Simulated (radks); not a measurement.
Results of a calculation; reference values are marked as such.
Excited configurations of the osmium ion Os+: one electron is placed in a higher orbital outside [Xe] 4f14 5d6. The ground configuration is [Xe] 4f14 5d6 6s1. Level of theory: scalar-relativistic Kohn-Sham, PBE, spin-unpolarised, spherical densities, point nucleus (a radial shooting solver on a logarithmic mesh with Libxc functionals). Excitation = E - E(ground); binding = E(ion) - E, where the ion is the core of charge +2; n* = 2/sqrt(2 binding) in atomic units, and the quantum defect is n - n*.

\begin{tabular}{lrrrrrr}
outer orbital & excitation (eV) & binding (eV) & n* & quantum defect & eigenvalue (eV) & <r> (bohr) \\ \hline
5f & 13.348 & 3.567 & 3.906 & 1.094 & -2.494 & 8.426 \\
6p & 6.145 & 10.770 & 2.248 & 3.752 & -7.893 & 3.653 \\
6d & 11.435 & 5.480 & 3.151 & 2.849 & -3.975 & 6.245 \\
6f & 14.476 & 2.439 & 4.724 & 1.276 & -1.820 & 14.26 \\
7s & 10.210 & 6.705 & 2.849 & 4.151 & -5.276 & 6.351 \\
7p & 11.777 & 5.138 & 3.255 & 3.745 & -4.013 & 7.851 \\
7d & 13.610 & 3.305 & 4.058 & 2.942 & -2.540 & 11.49 \\
7f & 15.172 & 1.742 & 5.589 & 1.411 & -1.359 & 21.51 \\
\end{tabular}

The Delta-SCF ionisation energy is 16.915 eV (NIST Atomic Spectra Database: 17 eV, semi-empirical). Self-interaction in the functional shifts the binding energies and quantum defects, so they are the method's values and not measured ones. Spin polarisation and multiplet splitting are left out, so open shells lie too high by an amount that depends on their filling. Spin-orbit splitting is averaged out at the scalar-relativistic level.

Beside tabulated values, note that spin-unpolarised runs miss the spin-polarisation part of the exchange energy of open shells.
